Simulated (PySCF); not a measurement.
Si(H)(F)(OH)(OMe) (CH₅FO₂Si), SMILES CO[SiH](O)F.

Geometry: PBE0-D3(BJ)/def2-SVP. The structure was generated by enumeration, and PubChem lists no compound with its InChIKey, so it may never have been made. The values are those of a single conformer.

These are PySCF with PBE0-D3(BJ)/def2-SVP values and carry that method's errors.

Frequencies are harmonic and unscaled.

```tsv
mode	ν (cm⁻¹)	IR (km/mol)	Raman (Å⁴/amu)	depolarisation	moving atoms (share of kinetic energy)
1	64	1.8	0.2	0.71	O 39 %, H 30 %, C 18 %, F 9 %
2	84	0.6	0.0	–	H 89 %
3	144	20.5	0.9	0.70	H 29 %, C 26 %, O 20 %, F 19 %
4	209	49.8	1.8	0.72	H 66 %, O 14 %, F 11 %, C 8 %
5	313	57.2	0.5	0.67	O 51 %, F 23 %, H 16 %, Si 9 %
6	359	50.1	1.7	0.61	O 43 %, H 25 %, Si 14 %, C 11 %
7	392	59.5	1.1	0.72	O 33 %, Si 33 %, F 26 %, H 9 %
8	739	73.1	7.9	0.11	O 41 %, H 29 %, C 12 %, Si 10 %
9	785	21.6	6.3	0.56	H 72 %, O 19 %
10	842	40.8	6.4	0.62	H 59 %, F 30 %, Si 9 %
11	885	186.5	7.5	0.73	H 82 %, O 9 %
12	916	256.3	2.0	0.74	Si 42 %, H 25 %, F 17 %, O 13 %
13	995	202.2	1.2	0.27	Si 49 %, O 33 %, F 9 %
14	1177	82.7	2.7	0.68	H 56 %, C 25 %, O 18 %
15	1181	23.0	2.3	0.72	H 71 %, C 20 %, O 8 %
16	1232	237.5	1.0	0.54	O 43 %, C 28 %, H 26 %
17	1475	2.6	10.8	0.73	H 91 %
18	1478	8.3	16.1	0.74	H 96 %
19	1480	4.2	15.1	0.72	H 94 %
20	2342	108.2	98.8	0.17	H 97 %
21	3028	57.8	133.9	0.01	H 97 %
22	3113	28.8	64.6	0.74	H 90 %, C 10 %
23	3149	21.8	90.6	0.63	H 90 %, C 10 %
24	3933	120.3	81.4	0.28	H 94 %
```
